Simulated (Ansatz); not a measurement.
Ansatz (a first-principles code) input:

Ansatz 0.2 input:
```yaml
crystal:
  periodic: [false, false, false]
  atoms:
    - {symbol: B, position_ang: [-0.03729675, -0.22940112, 0.44153024]}
    - {symbol: N, position_ang: [-1.22009342, 0.20408052, -0.19621032]}
    - {symbol: N, position_ang: [1.24644259, -0.04201465, -0.11571920]}
    - {symbol: H, position_ang: [-0.12665080, -0.77899114, 1.49933070]}
    - {symbol: H, position_ang: [-1.24762823, 0.67438679, -1.08509973]}
    - {symbol: H, position_ang: [-2.12639170, 0.06443911, 0.21115703]}
    - {symbol: H, position_ang: [1.42358494, 0.40787024, -0.99792933]}
    - {symbol: H, position_ang: [2.07912532, -0.35516046, 0.34839677]}
basis:
  gaussian:
    orbitals: aug-cc-pVDZ
magnetization: {spin_polarized: false}
correlation: {method: ccsd_t, electrons: outside_noble_gas}
output: {forces: true}
```

Question: Predict the final energy.

Answer: -137.09994 Eh (CCSD(T)/aug-cc-pVDZ). The basis has 114 functions. The run takes roughly 40 core-seconds.
